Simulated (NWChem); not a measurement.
System: C$_{2}$H$_{4}$OSi; SMILES [SiH2]1C=CO1

Output (shortened):

```
             Northwest Computational Chemistry Package (NWChem) 7.3.0
             --------------------------------------------------------

                             Geometry "geometry" -> ""
                             -------------------------

 Output coordinates in angstroms (scale by  1.889725989 to convert to a.u.)

  No.       Tag          Charge          X              Y              Z
 ---- ---------------- ---------- -------------- -------------- --------------
    1 C                    6.0000    -0.15702200    -1.23337200     0.00000000
    2 C                    6.0000     1.06833700    -0.66088400     0.00000000
    3 Si                  14.0000     0.11251800     0.91100000     0.00000000
    4 O                    8.0000    -1.15237000    -0.29161100     0.00000000
    5 H                    1.0000    -0.47449800    -2.28449900     0.00000000
    6 H                    1.0000     2.04663600    -1.13355500     0.00000000
    7 H                    1.0000     0.06250500     1.76598600    -1.21779400
    8 H                    1.0000     0.06250500     1.76598600     1.21779400

 Effective nuclear repulsion energy (a.u.)     157.6675223665

  pbe96 is a nonlocal functional; adding pw91lda local functional.
                              NWChem Property Module
                              ----------------------

  itol2e modified to match energy
  convergence criterion.

                                 NWChem DFT Module
                                 -----------------

 Summary of "ao basis" -> "ao basis" (spherical)
 ------------------------------------------------------------------------------
       Tag                 Description            Shells   Functions and Types
 ---------------- ------------------------------  ------  ---------------------
 C                         def2-tzvp                11       31   5s3p2d1f
 Si                        def2-tzvp                13       37   5s5p2d1f
 O                         def2-tzvp                11       31   5s3p2d1f
 H                         def2-tzvp                 4        6   3s1p

  itol2e modified to match energy
  convergence criterion.

            General Information
            -------------------
          SCF calculation type: DFT
          Wavefunction type:  closed shell.
          No. of atoms     :     8
          No. of electrons :    38
           Alpha electrons :    19
            Beta electrons :    19
          Charge           :     0
          Spin multiplicity:     1
          Use of symmetry is: off; symmetry adaption is: off
          Maximum number of iterations: 150
          AO basis - number of functions:   154
                     number of shells:    62
          Convergence on energy requested:  1.00D-07
          Convergence on density requested:  1.00D-05
          Convergence on gradient requested:  5.00D-04

              XC Information
              --------------
          PerdewBurkeErnzerhof Exchange Functional  1.000
            Perdew 1991 LDA Correlation Functional  1.000 local
           PerdewBurkeErnz. Correlation Functional  1.000 non-local

             Grid Information
             ----------------
          Grid used for XC integration:  fine
          Radial quadrature: Mura-Knowles
          Angular quadrature: Lebedev.
          Tag              B.-S. Rad. Rad. Pts. Rad. Cut. Ang. Pts.
          ---              ---------- --------- --------- ---------
          C                   0.70       70          10.0       590
          Si                  1.10      123          11.0       770
          O                   0.60       70          10.0       590
          H                   0.35       60          12.0       590
          Grid pruning is: on
          Number of quadrature shells:   573
          Spatial weights used:  Erf1

      Superposition of Atomic Density Guess
      -------------------------------------

 Sum of atomic energies:        -440.96161095

      Non-variational initial energy
      ------------------------------

[...]

          -----------------------
          Electric field gradient
          -----------------------

 1 a.u. = 0.324123 10**(16) esu/cm**3  ( or statvolts/cm**2 ) = 0.97174 10**(22) v/m**2

 ------------------------------------------------------------
   Atom      X         Y         Z
 ------------------------------------------------------------
    1 C   -0.29673  -2.33074   0.00000
 ------------------------------------------------------------

 Electric field gradient in molecular frame (a.u.)
         XX             YY             ZZ             XY             XZ             YZ
 ------------------------------------------------------------------------------------------
        0.181714       0.061920      -0.243634       0.248415      -0.000000       0.000000

 Principal components (a.u.) and orientation
 of principal axis w.r.t. absolute frame                      Asymmetry parameter eta
 --------------------------------------------------------------------------------------
        0.377351      -0.243634      -0.133717                       0.291285

        0.785621       0.000000      -0.618709
        0.618709      -0.000000       0.785621
        0.000000       1.000000       0.000000

 ------------------------------------------------------------
   Atom      X         Y         Z
 ------------------------------------------------------------
    2 C    2.01886  -1.24889   0.00000
 ------------------------------------------------------------

 Electric field gradient in molecular frame (a.u.)
         XX             YY             ZZ             XY             XZ             YZ
 ------------------------------------------------------------------------------------------
        0.064462       0.056855      -0.121317       0.029426       0.000000      -0.000000

 Principal components (a.u.) and orientation
 of principal axis w.r.t. absolute frame                      Asymmetry parameter eta
 --------------------------------------------------------------------------------------
       -0.121317       0.090329       0.030987                       0.489149

       -0.000000       0.751059      -0.660235
        0.000000       0.660235       0.751059
        1.000000       0.000000      -0.000000

 ------------------------------------------------------------
   Atom      X         Y         Z
 ------------------------------------------------------------
    3 Si   0.21263   1.72154   0.00000
 ------------------------------------------------------------

 Electric field gradient in molecular frame (a.u.)
         XX             YY             ZZ             XY             XZ             YZ
 ------------------------------------------------------------------------------------------
       -0.654382       0.298515       0.355867      -0.409759       0.000000      -0.000000

 Principal components (a.u.) and orientation
 of principal axis w.r.t. absolute frame                      Asymmetry parameter eta
 --------------------------------------------------------------------------------------
       -0.806349       0.450482       0.355867                       0.117338

        0.937597      -0.347725      -0.000000
        0.347725       0.937597       0.000000
       -0.000000      -0.000000       1.000000

 ------------------------------------------------------------
   Atom      X         Y         Z
 ------------------------------------------------------------
    4 O   -2.17766  -0.55106   0.00000
 ------------------------------------------------------------

 Electric field gradient in molecular frame (a.u.)
         XX             YY             ZZ             XY             XZ             YZ
 ------------------------------------------------------------------------------------------
       -0.013031      -0.930368       0.943399       0.599546       0.000000      -0.000000

 Principal components (a.u.) and orientation
 of principal axis w.r.t. absolute frame                      Asymmetry parameter eta
 --------------------------------------------------------------------------------------
       -1.226572       0.943399       0.283173                       0.538269

       -0.442939       0.000000       0.896552
        0.896552      -0.000000       0.442939
        0.000000       1.000000      -0.000000

 ------------------------------------------------------------
   Atom      X         Y         Z
 ------------------------------------------------------------
    5 H   -0.89667  -4.31708   0.00000
 ------------------------------------------------------------

 Electric field gradient in molecular frame (a.u.)
         XX             YY             ZZ             XY             XZ             YZ
 ------------------------------------------------------------------------------------------
        0.099532      -0.245215       0.145682      -0.112384      -0.000000       0.000000

 Principal components (a.u.) and orientation
 of principal axis w.r.t. absolute frame                      Asymmetry parameter eta
 --------------------------------------------------------------------------------------
       -0.278615       0.145682       0.132933                       0.045761

        0.284882      -0.000000       0.958562
        0.958562       0.000000      -0.284882
       -0.000000       1.000000       0.000000

 ------------------------------------------------------------
   Atom      X         Y         Z
 ------------------------------------------------------------
    6 H    3.86758  -2.14211   0.00000
 ------------------------------------------------------------

 Electric field gradient in molecular frame (a.u.)
         XX             YY             ZZ             XY             XZ             YZ
 ------------------------------------------------------------------------------------------
       -0.223527       0.063858       0.159669       0.176096       0.000000      -0.000000

[...]
```

Level: PBE/def2-TZVP. Geometry: optimised at PBE0/def2-SVP. NWChem prints the field gradient with the sign opposite to the second derivative of the potential.

Problem. Reconstruct the input file.

Solution. One answer among several that fit: the input that was run:
```
start job
memory heap 200 mb stack 900 mb global 1100 mb
geometry units angstroms noautosym nocenter noautoz
  C     -0.157022    -1.233372     0.000000
  C      1.068337    -0.660884     0.000000
  Si     0.112518     0.911000     0.000000
  O     -1.152370    -0.291611     0.000000
  H     -0.474498    -2.284499     0.000000
  H      2.046636    -1.133555     0.000000
  H      0.062505     1.765986    -1.217794
  H      0.062505     1.765986     1.217794
end
basis spherical
  * library def2-tzvp
end
dft
  xc xpbe96 cpbe96
  iterations 150
end
property
  efieldgrad
end
task dft property
```
